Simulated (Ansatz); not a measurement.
One change: `C#CCO` becomes `C#CC[SeH]`.

Ansatz, PBE0-D4/def2-TZVP geometries, multiplicity 1. Each molecule was computed in one conformer, which needn't be the lowest.

Scalar relativity is left out up to krypton.

```
                               property  `C#CCO`
HOMO–LUMO gap (ωB97M-V/def2-TZVPP) / eV    12.38
      HOMO energy (PBE/def2-TZVPP) / eV    -6.48
     LUMO energy (PBE0/def2-TZVPP) / eV     0.34
    HOMO–LUMO gap (PBE/def2-TZVPP) / eV     5.81
   HOMO–LUMO gap (PBE0/def2-TZVPP) / eV     8.23
    LUMO energy (B3LYP/def2-TZVPP) / eV     0.04
```

Question: Give the same properties after the change, and the shifts. (Estimate.)

Answer: Ansatz gave: 
```
                               property  `C#CC[SeH]`  shift
HOMO–LUMO gap (ωB97M-V/def2-TZVPP) / eV        10.54  -1.84
      HOMO energy (PBE/def2-TZVPP) / eV        -5.55   0.93
     LUMO energy (PBE0/def2-TZVPP) / eV        -0.35  -0.69
    HOMO–LUMO gap (PBE/def2-TZVPP) / eV         4.26  -1.55
   HOMO–LUMO gap (PBE0/def2-TZVPP) / eV         6.38  -1.85
    LUMO energy (B3LYP/def2-TZVPP) / eV        -0.60  -0.64
```

With PBE0 the HOMO rises by 1.16 eV and the LUMO falls by 0.69 eV, so the gap narrows by about 1.85 eV. PBE moves the HOMO by 0.93 eV and ωB97M-V by 1.24 eV.

B3LYP here is the variant with VWN-RPA as its local correlation; programs differ in this.

Spin–orbit coupling is left out; it splits and shifts lone-pair levels of the heavy atoms by tenths of an eV.
